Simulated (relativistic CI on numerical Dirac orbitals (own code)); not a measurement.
## Cr5+ in a cubic cluster: 2p photoemission with charge transfer

Computed with a charge-transfer multiplet model of a cubic metal-ligand cluster with up to 2 ligand holes, Slater and spin-orbit integrals from Dirac-Coulomb-Breit ions, Slater integrals scaled by 0.8. The parameters are those of a tetrahedral site (10Dq negative, t2 hopping the larger). The ground state mixes d1 with configurations of k ligand holes L, whose averages lie at kΔ + k(k − 1)U_dd/2; a core hole lowers each added d electron by U_cd. 300 K, Lorentzian 0.6 eV and Gaussian 0.8 eV FWHM.

Atomic integrals in eV (Slater integrals scaled, ζ unscaled), ground: F2dd 9.377, F4dd 5.906, zeta_d 0.045; with the core hole: F2dd 9.377, F4dd 5.906, zeta_d 0.067, zeta_core 5.615, F2cd 6.891, G1cd 5.439, G3cd 3.098. Where a configuration has fewer than two d electrons, the dd integrals are those of d2.

Cluster parameters (eV): Δ = -1.6, U_dd = 5.4, U_cd = 7, 10Dq = -0.3, 10Dq(ligand) = 0, final-state hopping factor = 1.

```
                             Case   n_d    d1   d2L  d3L2     S
V(eg) = 0.5 eV, V(t2g) = -0.85 eV  2.05  0.12  0.70  0.17  0.50
V(eg) = 1.1 eV, V(t2g) = -1.87 eV  2.06  0.18  0.59  0.23  0.50
V(eg) = 1.4 eV, V(t2g) = -2.38 eV  2.07  0.18  0.57  0.25  0.50
```

Weights, n_d and S are thermal averages at 300 K. Binding energies count from the first peak over 30 % of the highest in each spectrum, which can be another peak from case to case. The parameters are a model scan and need not match a compound or its usual spin state. Peaks in eV (height, largest 100):
- V(eg) = 0.5 eV, V(t2g) = -0.85 eV: 0.0 (100), 1.0 (99), 4.3 (48), 7.0 (68), 9.9 (72), 14.2 (28), 16.4 (41), 20.1 (13), 25.3 (6)
- V(eg) = 1.1 eV, V(t2g) = -1.87 eV: 0.0 (100), 6.0 (13), 9.7 (51), 11.6 (23), 21.2 (7)
- V(eg) = 1.4 eV, V(t2g) = -2.38 eV: 0.0 (100), 9.6 (49), 11.7 (12), 14.2 (12), 23.6 (5)

For the case V(eg) = 1.4 eV, V(t2g) = -2.38 eV, Δ = -1.6 eV is smaller than U_dd = 5.4 eV, the charge-transfer side of the Zaanen-Sawatzky-Allen scheme (negative Δ: between configuration averages a ligand hole costs less than the nominal valence; multiplet and field energies can change this for the lowest states). With the core hole the average of the configuration with one ligand hole lies at Δ − U_cd = -8.6 eV before mixing: it lies below the unscreened one, so the lowest final states are mostly screened and the unscreened weight appears at higher binding energy as a satellite.

With at most 2 ligand holes the space is cut while the next configuration still counts, so covalency is underestimated, and a final configuration with one more ligand hole, which can lie low, is missing from the spectra.
